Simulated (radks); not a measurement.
Pm5+, 56 electrons, occupied as [Kr] 4d10 4f3 5s2 5p5.

Method: Dirac Kohn-Sham, PBE, spin-unpolarised, spherical densities, finite nucleus; open shells are shared between the two j in proportion to 2j + 1; Fermi nuclear charge, rms radius 4.962 fm; computed with a radial shooting solver on a logarithmic mesh with Libxc functionals.

Energy parts (eV):
total: -272684.09
kinetic: 294852.46
electron-nucleus: -663409.72
Hartree: 102058.07
exchange-correlation: -6184.90

Orbitals (lengths in bohr, moments of r in powers of bohr; <r^-3> diverges for s and p1/2; r(90%) holds 90 % of the orbital's charge):
[
 {"orbital": "1s1/2", "occ.": "2", "eigenvalue (eV)": "-45042.30", "r(90%)": "0.0419", "<r^4>": "1.418e-06", "<r^-3>": "-"},
 {"orbital": "2s1/2", "occ.": "2", "eigenvalue (eV)": "-7377.907", "r(90%)": "0.153", "<r^4>": "0.0002289", "<r^-3>": "-"},
 {"orbital": "2p1/2", "occ.": "2", "eigenvalue (eV)": "-6990.446", "r(90%)": "0.136", "<r^4>": "0.0001428", "<r^-3>": "-"},
 {"orbital": "2p3/2", "occ.": "4", "eigenvalue (eV)": "-6430.314", "r(90%)": "0.144", "<r^4>": "0.0001826", "<r^-3>": "8408"},
 {"orbital": "3s1/2", "occ.": "2", "eigenvalue (eV)": "-1664.226", "r(90%)": "0.382", "<r^4>": "0.009087", "<r^-3>": "-"},
 {"orbital": "3p1/2", "occ.": "2", "eigenvalue (eV)": "-1498.076", "r(90%)": "0.375", "<r^4>": "0.008355", "<r^-3>": "-"},
 {"orbital": "3p3/2", "occ.": "4", "eigenvalue (eV)": "-1385.466", "r(90%)": "0.393", "<r^4>": "0.01005", "<r^-3>": "1741"},
 {"orbital": "3d3/2", "occ.": "4", "eigenvalue (eV)": "-1096.596", "r(90%)": "0.366", "<r^4>": "0.007467", "<r^-3>": "289.1"},
 {"orbital": "3d5/2", "occ.": "6", "eigenvalue (eV)": "-1072.206", "r(90%)": "0.371", "<r^4>": "0.007907", "<r^-3>": "260.1"},
 {"orbital": "4s1/2", "occ.": "2", "eigenvalue (eV)": "-385.5954", "r(90%)": "0.848", "<r^4>": "0.2246", "<r^-3>": "-"},
 {"orbital": "4p1/2", "occ.": "2", "eigenvalue (eV)": "-322.1930", "r(90%)": "0.879", "<r^4>": "0.2580", "<r^-3>": "-"},
 {"orbital": "4p3/2", "occ.": "4", "eigenvalue (eV)": "-297.2908", "r(90%)": "0.919", "<r^4>": "0.3081", "<r^-3>": "386.4"},
 {"orbital": "4d3/2", "occ.": "4", "eigenvalue (eV)": "-192.7583", "r(90%)": "1.01", "<r^4>": "0.4439", "<r^-3>": "54.38"},
 {"orbital": "4d5/2", "occ.": "6", "eigenvalue (eV)": "-188.2701", "r(90%)": "1.02", "<r^4>": "0.4694", "<r^-3>": "48.39"},
 {"orbital": "4f5/2", "occ.": "1.28571", "eigenvalue (eV)": "-66.8626", "r(90%)": "1.41", "<r^4>": "1.737", "<r^-3>": "7.002"},
 {"orbital": "4f7/2", "occ.": "1.71429", "eigenvalue (eV)": "-66.2643", "r(90%)": "1.42", "<r^4>": "1.791", "<r^-3>": "6.812"},
 {"orbital": "5s1/2", "occ.": "2", "eigenvalue (eV)": "-99.5273", "r(90%)": "1.92", "<r^4>": "5.919", "<r^-3>": "-"},
 {"orbital": "5p1/2", "occ.": "1.66667", "eigenvalue (eV)": "-80.6418", "r(90%)": "2.11", "<r^4>": "8.503", "<r^-3>": "-"},
 {"orbital": "5p3/2", "occ.": "3.33333", "eigenvalue (eV)": "-76.3450", "r(90%)": "2.19", "<r^4>": "10.03", "<r^-3>": "66.82"}
]

The highest occupied level is 4f7/2 at -66.264 eV. For comparison, the ionisation energy in NIST's Atomic Spectra Database is 85 eV (theoretical). In exact Kohn-Sham theory the highest level is minus the ionisation energy, but local and semilocal functionals leave it too shallow, through self-interaction and a potential that decays too fast; potentials with the right tail come closer. The density falls to 0.001 e/bohr^3 at r = 3.07 bohr. The electron density at the nucleus is 4.928e+05 e/bohr^3.

Beside tabulated values, note that spin-unpolarised runs miss the spin-polarisation part of the exchange energy of open shells.
